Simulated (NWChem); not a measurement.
Everything below was run with NWChem. System: MgO, charge 0, spin multiplicity 1, displaced from the optimised geometry. The structure started from a generated list of species.

Input file:

```
start mol
memory heap 200 mb stack 900 mb global 1100 mb
geometry units angstroms nocenter noautoz noautosym
  Mg     0.000000     0.000000     0.699045
  O      0.000000     0.000000    -2.359277
end
basis spherical
  * library cc-pvdz
end
dft
  xc xpbe96 cpbe96
  semidirect memsize 60000000 filesize 0
  iterations 100
end
task dft energy
```

The output up to the point where the run's verdict is printed (cleaned and shortened):

```
             Northwest Computational Chemistry Package (NWChem) 7.3.0
             --------------------------------------------------------

                                NWChem Input Module
                                -------------------

 Scaling coordinates for geometry "geometry" by  1.889725989
 (inverse scale =  0.529177249)

                             Geometry "geometry" -> ""
                             -------------------------

 Output coordinates in angstroms (scale by  1.889725989 to convert to a.u.)

  No.       Tag          Charge          X              Y              Z
 ---- ---------------- ---------- -------------- -------------- --------------
    1 Mg                  12.0000     0.00000000     0.00000000     0.69904500
    2 O                    8.0000     0.00000000     0.00000000    -2.35927700

 Effective nuclear repulsion energy (a.u.)      16.6107479539

            Nuclear Dipole moment (a.u.)
            ----------------------------
        X                 Y               Z
 ---------------- ---------------- ----------------
     0.0000000000     0.0000000000   -19.8150544450


 Summary of "ao basis" -> "" (spherical)
 ------------------------------------------------------------------------------
       Tag                 Description            Shells   Functions and Types
 ---------------- ------------------------------  ------  ---------------------
 *                          cc-pvdz                   on all atoms

  pbe96 is a nonlocal functional; adding pw91lda local functional.

                                 NWChem DFT Module
                                 -----------------

 Summary of "ao basis" -> "ao basis" (spherical)
 ------------------------------------------------------------------------------
       Tag                 Description            Shells   Functions and Types
 ---------------- ------------------------------  ------  ---------------------
 Mg                         cc-pvdz                  8       18   4s3p1d
 O                          cc-pvdz                  6       14   3s2p1d

 Summary of "ao basis" -> "ao basis" (spherical)
[...]
 d= 0,ls=0.5,diis    52   -274.8490460830  1.93D-02  5.67D-03  3.14D-01     2.0
 d= 0,ls=0.5,diis    53   -274.7975939003  5.15D-02  2.63D-03  6.26D-01     2.0
 d= 0,ls=0.5,diis    54   -274.8035752500 -5.98D-03  2.23D-03  5.24D-01     2.1
 d= 0,ls=0.5,diis    55   -274.8219203870 -1.83D-02  1.81D-03  3.84D-01     2.1
 d= 0,ls=0.5,diis    56   -274.8365622303 -1.46D-02  1.44D-03  2.89D-01     2.1
 d= 0,ls=0.5,diis    57   -274.8473357448 -1.08D-02  7.50D-04  2.25D-01     2.2
 d= 0,ls=0.5,diis    58   -274.8488626687 -1.53D-03  6.13D-04  2.18D-01     2.2
 d= 0,ls=0.5,diis    59   -274.8491410933 -2.78D-04  9.58D-04  2.18D-01     2.2
 d= 0,ls=0.5,diis    60   -274.8562418921 -7.10D-03  9.90D-04  1.75D-01     2.3
 d= 0,ls=0.5,diis    61   -274.8631375188 -6.90D-03  1.11D-03  1.37D-01     2.3
 d= 0,ls=0.5,diis    62   -274.8697962299 -6.66D-03  6.57D-04  1.03D-01     2.3
 d= 0,ls=0.5,diis    63   -274.8730011187 -3.20D-03  4.00D-04  8.88D-02     2.4
 d= 0,ls=0.5,diis    64   -274.8721685754  8.33D-04  3.76D-04  9.44D-02     2.4
 d= 0,ls=0.5,diis    65   -274.8713487131  8.20D-04  3.40D-04  9.79D-02     2.4
 d= 0,ls=0.5,diis    66   -274.8699690049  1.38D-03  2.37D-04  1.06D-01     2.5
 d= 0,ls=0.5,diis    67   -274.8694856129  4.83D-04  2.20D-04  1.07D-01     2.5
 d= 0,ls=0.5,diis    68   -274.8689749400  5.11D-04  2.39D-04  1.09D-01     2.5
 d= 0,ls=0.5,diis    69   -274.8692592073 -2.84D-04  3.33D-04  1.06D-01     2.6
 d= 0,ls=0.5,diis    70   -274.8708449688 -1.59D-03  2.61D-04  9.55D-02     2.6
 d= 0,ls=0.5,diis    71   -274.8715327022 -6.88D-04  1.79D-04  9.27D-02     2.6
 d= 0,ls=0.5,diis    72   -274.8719826221 -4.50D-04  1.47D-04  9.07D-02     2.6
 d= 0,ls=0.5,diis    73   -274.8720535675 -7.09D-05  1.92D-04  9.12D-02     2.7
 d= 0,ls=0.5,diis    74   -274.8727902150 -7.37D-04  2.82D-04  8.73D-02     2.7
 d= 0,ls=0.5,diis    75   -274.8742295906 -1.44D-03  2.17D-04  7.92D-02     2.7
 d= 0,ls=0.5,diis    76   -274.8750395892 -8.10D-04  1.30D-04  7.52D-02     2.8
 d= 0,ls=0.5,diis    77   -274.8751466247 -1.07D-04  8.80D-04  7.49D-02     2.8
 d= 0,ls=0.5,diis    78   -274.8791523196 -4.01D-03  6.08D-04  5.33D-02     2.8
 d= 0,ls=0.5,diis    79   -274.8814148260 -2.26D-03  4.79D-04  4.23D-02     2.9
 d= 0,ls=0.5,diis    80   -274.8826315733 -1.22D-03  2.21D-04  3.76D-02     2.9
 d= 0,ls=0.5,diis    81   -274.8832531295 -6.22D-04  1.27D-04  3.51D-02     2.9
 d= 0,ls=0.5,diis    82   -274.8833370980 -8.40D-05  6.98D-05  3.50D-02     3.0
 d= 0,ls=0.5,diis    83   -274.8833436525 -6.55D-06  2.57D-04  3.52D-02     3.0
 d= 0,ls=0.5,diis    84   -274.8841786662 -8.35D-04  2.96D-04  3.07D-02     3.0
 d= 0,ls=0.5,diis    85   -274.8848413925 -6.63D-04  1.73D-04  2.75D-02     3.0
 d= 0,ls=0.5,diis    86   -274.8853421879 -5.01D-04  2.97D-04  2.48D-02     3.1
 d= 0,ls=0.5,diis    87   -274.8860774750 -7.35D-04  2.28D-04  2.13D-02     3.1
 d= 0,ls=0.5,diis    88   -274.8866062140 -5.29D-04  2.56D-04  1.88D-02     3.1
 d= 0,ls=0.5,diis    89   -274.8872112428 -6.05D-04  1.83D-04  1.59D-02     3.2
 d= 0,ls=0.5,diis    90   -274.8876130873 -4.02D-04  1.32D-04  1.39D-02     3.2
 d= 0,ls=0.5,diis    91   -274.8878744997 -2.61D-04  1.43D-04  1.27D-02     3.2
 d= 0,ls=0.5,diis    92   -274.8881097512 -2.35D-04  1.24D-04  1.16D-02     3.3
 d= 0,ls=0.5,diis    93   -274.8883139975 -2.04D-04  8.46D-05  1.06D-02     3.3
 d= 0,ls=0.5,diis    94   -274.8884595287 -1.46D-04  9.68D-05  9.92D-03     3.3
 d= 0,ls=0.5,diis    95   -274.8886036648 -1.44D-04  1.36D-04  9.22D-03     3.4
 d= 0,ls=0.5,diis    96   -274.8888148876 -2.11D-04  1.04D-04  8.22D-03     3.4
 d= 0,ls=0.5,diis    97   -274.8889683741 -1.53D-04  1.09D-04  7.45D-03     3.4
 d= 0,ls=0.5,diis    98   -274.8891283993 -1.60D-04  1.24D-04  6.65D-03     3.5
 d= 0,ls=0.5,diis    99   -274.8893074121 -1.79D-04  1.21D-04  5.75D-03     3.5
 d= 0,ls=0.5,diis   100   -274.8894636350 -1.56D-04  1.18D-04  4.99D-03     3.5
```

The run did not converge; its last values are not results. The next line reads: Calculation failed to converge. NWChem stopped with the message: dft energy failed.
